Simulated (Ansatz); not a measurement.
Species: C$_{2}$H$_{5}$NSi, SMILES `C#C[SiH2]N` (C–Si–N–H torsion 72°) (charge 0, multiplicity 1).

Q: Give a relaxed geometry from Ansatz (a first-principles code) with B3LYP-D3(BJ)/def2-TZVP.

A: This is not unique; one that fits is the end point of this relaxation, one of several conformers (outside a Z-matrix the atoms follow the SMILES, hydrogens last).
Cartesian coordinates (Å) in one orientation:
```xyz
9

C      2.273     0.846     0.296
C      1.255     0.200     0.246
Si    -0.307    -0.765     0.172
N     -1.747     0.163     0.289
H      3.171     1.414     0.340
H     -0.281    -1.715     1.302
H     -0.320    -1.467    -1.128
H     -2.035     0.747    -0.481
H     -2.009     0.578     1.170
```
